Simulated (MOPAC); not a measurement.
MOPAC input (PM3):

```
PM3 PRECISE GNORM=0.05 LET XYZ CHARGE=1 GEO-OK AUX(PRECISION=9) THREADS=1
C3H8N

C    -0.90460423 1   -0.84732698 1    0.11065920 1
C    -1.06018108 1    0.61470875 1   -0.21602431 1
C     0.15747036 1    0.12761119 1    0.49611742 1
N     1.44757121 1    0.09578820 1   -0.26068901 1
H    -0.71084687 1   -1.52651156 1   -0.71038905 1
H    -1.48809910 1   -1.27667292 1    0.91219987 1
H    -1.75324154 1    1.21500696 1    0.35544829 1
H    -0.96997087 1    0.90861000 1   -1.25450300 1
H     0.33551045 1    0.37797384 1    1.53179942 1
H     1.91776843 1    1.00575094 1   -0.23487798 1
H     2.08906113 1   -0.60397470 1    0.12480599 1
H     1.29070966 1   -0.14065778 1   -1.24417437 1
```

Output:

```
 *******************************************************************************
 **                                                                           **
 **                              MOPAC v23.2.5                                **
 **                                                                           **
 *******************************************************************************
 ** MOPAC's Digital Object Identifier: https://doi.org/10.5281/zenodo.6511958 **
 **                                                                           **
 ** Please cite the open-source release paper for use of this MOPAC version:  **
 ** J. E. Moussa and J. J. P. Stewart (2026)                                  **
 ** MOPAC: An open-source semiempirical molecular orbital program             **
 ** J. Open Source Softw., 11(119), 8025, https://doi.org/10.21105/joss.08025 **
 *******************************************************************************

                              PM3 CALCULATION RESULTS

 *******************************************************************************
 *  PM3        - The PM3 Hamiltonian to be used
 *  GEO-OK     - OVERRIDE INTERATOMIC DISTANCE AND OTHER SAFETY CHECKS
 *
 *
 *
 *                 CHARGE ON SYSTEM = +1
 *
 *
 *
 *  LET        - OVERRIDE SOME SAFETY CHECKS
 *  PRECISE    - TIGHTER CRITERIA TO BE USED
 *  XYZ        - CARTESIAN COORDINATE SYSTEM TO BE USED
 *  GNORM      - EXIT WHEN GRADIENT NORM DROPS BELOW 0.050
 *  AUX        - OUTPUT AUXILIARY INFORMATION
 *******************************************************************************
PM3 PRECISE GNORM=0.05 LET XYZ CHARGE=1 GEO-OK AUX(PRECISION=9) THREADS=1
 C3H8N

   ATOM   CHEMICAL          X               Y               Z
  NUMBER   SYMBOL      (ANGSTROMS)     (ANGSTROMS)     (ANGSTROMS)

     1       C         -0.90460423  *  -0.84732698  *   0.11065920  *
     2       C         -1.06018108  *   0.61470875  *  -0.21602431  *
     3       C          0.15747036  *   0.12761119  *   0.49611742  *
     4       N          1.44757121  *   0.09578820  *  -0.26068901  *
     5       H         -0.71084687  *  -1.52651156  *  -0.71038905  *
     6       H         -1.48809910  *  -1.27667292  *   0.91219987  *
     7       H         -1.75324154  *   1.21500696  *   0.35544829  *
     8       H         -0.96997087  *   0.90861000  *  -1.25450300  *
     9       H          0.33551045  *   0.37797384  *   1.53179942  *
    10       H          1.91776843  *   1.00575094  *  -0.23487798  *
    11       H          2.08906113  *  -0.60397470  *   0.12480599  *
    12       H          1.29070966  *  -0.14065778  *  -1.24417437  *

          CARTESIAN COORDINATES

    NO.       ATOM           X           Y           Z

     1         C         -0.9046     -0.8473      0.1107
     2         C         -1.0602      0.6147     -0.2160
     3         C          0.1575      0.1276      0.4961
     4         N          1.4476      0.0958     -0.2607
     5         H         -0.7108     -1.5265     -0.7104
     6         H         -1.4881     -1.2767      0.9122
     7         H         -1.7532      1.2150      0.3554
     8         H         -0.9700      0.9086     -1.2545
     9         H          0.3355      0.3780      1.5318
    10         H          1.9178      1.0058     -0.2349
    11         H          2.0891     -0.6040      0.1248
    12         H          1.2907     -0.1407     -1.2442

  H: (PM3): J. J. P. STEWART, J. COMP. CHEM. 10, 209 (1989).
  C: (PM3): J. J. P. STEWART, J. COMP. CHEM. 10, 209 (1989).
  N: (PM3): J. J. P. STEWART, J. COMP. CHEM. 10, 209 (1989).

           Empirical Formula: C3 H8 N  =    12 atoms

      MOLECULAR POINT GROUP   :   Cs

      RHF CALCULATION, NO. OF DOUBLY OCCUPIED LEVELS = 12

          Geometry optimization using EF

          DIAGONAL MATRIX USED AS START HESSIAN

 CYCLE:     1  GRAD.:    75.734 HEAT:  176.6156
 CYCLE:     2  GRAD.:   196.813 HEAT:  184.9887
 CYCLE:     3  GRAD.:   235.549 HEAT:  189.9303
 CYCLE:     4  GRAD.:   117.940 HEAT:  179.6369
 CYCLE:     5  GRAD.:   182.829 HEAT:  182.9073
 CYCLE:     6  GRAD.:   228.530 HEAT:  187.8683
 CYCLE:     7  GRAD.:   158.157 HEAT:  183.0435
 CYCLE:     8  GRAD.:   148.927 HEAT:  182.3547
 CYCLE:     9  GRAD.:   146.828 HEAT:  179.5986
 CYCLE:    10  GRAD.:   263.900 HEAT:  191.0920
 CYCLE:    11  GRAD.:   121.786 HEAT:  179.6311
 CYCLE:    12  GRAD.:   337.543 HEAT:  203.3016
 CYCLE:    13  GRAD.:    86.103 HEAT:  176.2686
 CYCLE:    14  GRAD.:   112.519 HEAT:  181.3772
 CYCLE:    15  GRAD.:    19.276 HEAT:  173.6094
 CYCLE:    16  GRAD.:    42.445 HEAT:  174.3788
 CYCLE:    17  GRAD.:     6.270 HEAT:  173.4018
 CYCLE:    18  GRAD.:     6.006 HEAT:  173.3976
 CYCLE:    19  GRAD.:     4.421 HEAT:  173.3887
 CYCLE:    20  GRAD.:    21.436 HEAT:  173.5014
 CYCLE:    21  GRAD.:     1.684 HEAT:  173.3826
 CYCLE:    22  GRAD.:    11.098 HEAT:  173.4160
 CYCLE:    23  GRAD.:     0.437 HEAT:  173.3805
 CYCLE:    24  GRAD.:     1.048 HEAT:  173.3801
 CYCLE:    25  GRAD.:     1.655 HEAT:  173.3802
 CYCLE:    26  GRAD.:     0.567 HEAT:  173.3789
 CYCLE:    27  GRAD.:     0.990 HEAT:  173.3794
 CYCLE:    28  GRAD.:     0.094 HEAT:  173.3788
 CYCLE:    29  GRAD.:     0.069 HEAT:  173.3788
 CYCLE:    30  GRAD.:     0.022 HEAT:  173.3788

     GRADIENT =  0.02192 IS LESS THAN CUTOFF =  0.05000

 -------------------------------------------------------------------------------
 PM3 PRECISE GNORM=0.05 LET XYZ CHARGE=1 GEO-OK AUX(PRECISION=9) THREADS=1
 C3H8N

     GEOMETRY OPTIMISED USING EIGENVECTOR FOLLOWING (EF).
     SCF FIELD WAS ACHIEVED

                              PM3 CALCULATION
                                                       MOPAC v23.2.5 Linux

          FINAL HEAT OF FORMATION =        173.37875 KCAL/MOL =     725.41669 KJ/MOL

          COSMO AREA              =        104.18 SQUARE ANGSTROMS
          COSMO VOLUME            =         88.11 CUBIC ANGSTROMS

          GRADIENT NORM           =          0.02192          =       0.00633 PER ATOM
          IONIZATION POTENTIAL    =         17.080108 EV
          HOMO LUMO ENERGIES (EV) =        -17.080 -4.805
          NO. OF FILLED LEVELS    =         12
          MOLECULAR WEIGHT        =         58.1029         POINT GROUP:  Cs

          MOLECULAR DIMENSIONS (Angstroms)

            Atom       Atom       Distance
            H    10    H     6     4.26432
            H    11    H     7     3.68262
            H     9    H     5     2.78383

          SCF CALCULATIONS        =         31

   ATOM   CHEMICAL          X               Y               Z
  NUMBER   SYMBOL      (ANGSTROMS)     (ANGSTROMS)     (ANGSTROMS)

     1       C         -0.91634208  *  -0.84200245  *   0.10755423  *
     2       C         -1.07044295  *   0.60634553  *  -0.21606454  *
     3       C          0.18901172  *   0.12566625  *   0.47242163  *
     4       N          1.47913884  *   0.09876394  *  -0.26242014  *
     5       H         -0.77511840  *  -1.57759512  *  -0.69666481  *
     6       H         -1.50121233  *  -1.30046691  *   0.91689163  *
     7       H         -1.77106028  *   1.23539253  *   0.35025801  *
     8       H         -1.04373451  *   0.94668360  *  -1.26070257  *
     9       H          0.33530437  *   0.38143596  *   1.54738486  *
    10       H          1.91041014  *   0.99945323  *  -0.20363959  *
    11       H          2.07918748  *  -0.58671700  *   0.15078139  *
    12       H          1.32649673  *  -0.13255078  *  -1.22488910  *

                             CARTESIAN COORDINATES

   1    C       -0.916342083    -0.842002448     0.107554226
   2    C       -1.070442954     0.606345530    -0.216064538
   3    C        0.189011725     0.125666252     0.472421630
   4    N        1.479138843     0.098763942    -0.262420137
   5    H       -0.775118403    -1.577595120    -0.696664810
   6    H       -1.501212330    -1.300466910     0.916891625
   7    H       -1.771060279     1.235392533     0.350258014
   8    H       -1.043734509     0.946683599    -1.260702572
   9    H        0.335304370     0.381435964     1.547384857
  10    H        1.910410136     0.999453230    -0.203639591
  11    H        2.079187477    -0.586716995     0.150781395
  12    H        1.326496726    -0.132550782    -1.224889097

           Empirical Formula: C3 H8 N  =    12 atoms

      MOLECULAR POINT GROUP   :   Cs

                  EIGENVALUES
 -44.89815 -36.51173 -27.27431 -27.06533 -24.33069 -23.62411 -22.77823 -21.44291
 -18.95401 -17.36689 -17.19211 -17.08011  -4.80530  -3.29717  -3.25741  -3.02978
  -2.37235  -2.06055  -1.67498  -1.57970  -0.62261  -0.29875  -0.11532   0.17376

              NET ATOMIC CHARGES AND DIPOLE CONTRIBUTIONS

  ATOM NO.   TYPE          CHARGE      No. of ELECS.   s-Pop       p-Pop
    1          C          -0.082564        4.0826     1.16563     2.91693
    2          C          -0.082576        4.0826     1.16563     2.91695
    3          C          -0.410669        4.4107     1.23547     3.17520
    4          N           0.906982        4.0930     1.10111     2.99191
    5          H           0.104437        0.8956     0.89556
    6          H           0.124429        0.8756     0.87557
    7          H           0.124430        0.8756     0.87557
    8          H           0.104440        0.8956     0.89556
    9          H           0.170188        0.8298     0.82981
   10          H           0.015491        0.9845     0.98451
   11          H           0.015487        0.9845     0.98451
   12          H           0.009924        0.9901     0.99008
 DIPOLE           X         Y         Z       TOTAL
 POINT-CHG.     4.651     0.254    -1.076     4.780
 HYBRID         0.442     0.047    -0.001     0.444
 SUM            5.093     0.301    -1.077     5.214

          ATOMIC ORBITAL ELECTRON POPULATIONS

     Atom    s        px        py        pz
    1  C   1.16563   0.93130   0.93557   1.05006
    2  C   1.16563   0.91284   0.98324   1.02087
    3  C   1.23547   0.90963   1.21071   1.05486
    4  N   1.10111   0.99764   1.00083   0.99344
    5  H   0.89556
    6  H   0.87557
    7  H   0.87557
    8  H   0.89556
    9  H   0.82981
   10  H   0.98451
   11  H   0.98451
   12  H   0.99008

 **********************
 *                    *
 * JOB ENDED NORMALLY *
 *                    *
 **********************

 == MOPAC DONE ==
```

The dipole moment of an ion depends on the origin.

The geometry given is a B3LYP-D3(BJ)/def2-TZVP minimum.
